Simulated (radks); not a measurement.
The numbers below are computed, except where a source is named.
These are the eigenvalues of the occupied orbitals of an atom or ion with whole-number occupations (eV). Code: a radial shooting solver on a logarithmic mesh with Libxc functionals. Model: non-relativistic Kohn-Sham, LDA (Slater exchange, Perdew-Wang correlation), spin-polarised, spherical densities, point nucleus.

orbital  eigenvalue
1s up     -840.1281
1s down   -839.0537
2s up      -48.5787
2s down    -46.6143
2p up      -25.9346
2p down    -23.9038
3s up       -2.9626

Which element is it, and in what charge state? The configuration may be excited. Open shells, if any, are filled with parallel spins first.

Answer. Z = 10, neon, charge 0: Ne in [He] 2s2 2p5 3s1. The list shows which subshells hold electrons but not how many an open one holds; the 1s level, -30.874 hartree, gives Z - s = 7.9 by -(Z - s)^2/2, which with screening narrows Z to a few neighbours, and the depths of the outer levels then fix element, charge and occupations together.
